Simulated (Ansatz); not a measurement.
System: 2-bromofuran, C$_{4}$H$_{3}$BrO (charge 0, singlet). 
Structure (B3LYP-D3(BJ)/def2-TZVP (Ansatz, an electronic-structure program) minimum search):
```
C
C 1 1.3558
O 2 1.3541 1 111.31
C 3 1.3685 2 106.46 1 0.00
C 4 1.3542 3 110.17 2 0.00
H 4 1.0747 5 134.13 1 -180.00
H 1 1.0754 2 126.49 3 -180.00
H 5 1.0767 4 126.44 6 0.00
Br 2 1.8648 3 116.84 4 -180.00
```

Dipole moments at this geometry, in debye (magnitudes).

| level | program | dipole (D) |
|---|---|---|
| SVWN5/def2-TZVPD | Ansatz | 1.52 |
| B97M-V/def2-TZVPD | Ansatz | 1.55 |
| B3LYP/def2-TZVPD | Ansatz | 1.61 |
| r2SCANh/def2-TZVPD | Ansatz | 1.62 |
| wB97M-V/def2-TZVPD | Ansatz | 1.62 |
| CCSD(T)/aug-cc-pVDZ | Ansatz | 1.59 |
